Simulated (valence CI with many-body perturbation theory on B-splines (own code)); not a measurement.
**Cr¹⁰⁺: key properties**

Computed by configuration interaction combined with many-body perturbation theory (CI+MBPT): four valence electrons over a frozen Dirac-Fock core [Ne], a basis of 11 s, 11 p, 9 d, 7 f, 5 g, 2 h, 1 i functions for each j, with the one-electron correlation potential Σ1, the two-electron term Σ2, the three-electron term Σ3, Breit, model QED; selected CI, second order for the rest, scaled by the run's own slope (own B-spline code, finite nucleus).

No measured levels were compared; by estimate levels of excited configurations hold to 0.05 to 0.15 % of their energy, terms of the ground configuration to about 0.5 %.

Rates and lifetimes use the calculated energies. Strong lines usually hold to 10 to 20 %, long lifetimes can be off by a factor of two.

Question: What is the ground level?

Answer: 3s2.3p2 3P_0, composition 94 % 3s2.3p2 3P + 2 % 3s2.3p2 1S.

Question: Name the longest-lived excited levels whose lifetime is computed, and their main decay.

Answer: 3s2.3p2 3P_1 at 5538 cm⁻¹ lives 333 ms, mostly by M1 to 3s2.3p2 3P_0; 3s2.3p2 3P_2 at 12003 cm⁻¹ lives 288 ms, mostly by M1 to 3s2.3p2 3P_1; 3s2.3p2 1D_2 at 37102 cm⁻¹ lives 19.1 ms, mostly by M1 to 3s2.3p2 3P_2.

Question: What are the static dipole polarisabilities of the lowest levels?

Answer: 3s2.3p2 3P_0 0.510; 3s2.3p2 3P_1 0.513 (tensor 0.019); 3s2.3p2 3P_2 0.514 (tensor -0.034); 3s2.3p2 1D_2 0.512 (tensor 0.074) bohr³, of which the core gives 0.00833.

Question: How is the term 3P of the ground level split?

Answer: J = 0 at 0, J = 1 at 5538, J = 2 at 12003 cm⁻¹.

Question: How well does LS coupling describe the low levels?

Answer: Among the lowest 20 levels the leading LS term, summed over configurations, holds 93 % on average. For single configurations the figures are 84 % in LS and 63 % in jj coupling. Terms mix most in the J = 2 level at 419050 cm⁻¹, where the leading one holds 48 %.
